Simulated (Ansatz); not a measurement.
The same path of F$_{3}$GeH (5 atoms, charge 0, multiplicity 1) was run twice with different band settings. Lost on the way: Ge1–H2, Ge1–F3. Made: H2–F3.

Computed with Ansatz 0.2.0, RKS PBE0-D4/def2-SVP.

Relaxed end points:

```xyz
5
Properties=species:S:1:pos:R:3
Ge 0.235 0.000 0.257
H 0.180 0.000 1.772
F 1.842 0.000 -0.337
F -0.532 1.372 -0.424
F -0.532 -1.372 -0.424
```

```xyz
5
Properties=species:S:1:pos:R:3
Ge -0.657 0.574 0.706
H 1.189 -0.777 0.270
F 1.606 -0.004 0.637
F -0.517 1.327 -0.864
F -0.428 -1.121 0.095
```

Common settings: movable images 7; climbing image yes; spring 5.0 eV/Å²; optimiser quadratic models (default); force threshold 0.05 eV/Å; iteration limit 60; end points relaxed.

| run | start path |
| --- | --- |
| 1 | through a guess of the saddle point |
| 2 | straight line |

Task: What does each run give, and how far can it be trusted?

Result: Run 1: converged after 13 iterations, highest image 2.466 eV above the first end. Neighbouring images differ by up to 1.7 eV, so the band resolves the path poorly. A vibrational analysis at the climbing image gives one clearly imaginary mode, 1328i cm⁻¹: a first-order saddle point.
Run 2: converged after 14 iterations, highest image 2.466 eV above the first end. Neighbouring images differ by up to 1.7 eV, so the band resolves the path poorly. Another band between the same ends (7 images) ends at a top of the same energy, where a vibrational analysis finds 1 clearly imaginary mode.
The orbitals stay closed-shell, which can raise the energy where a bond breaks towards radicals; this wasn't checked here.
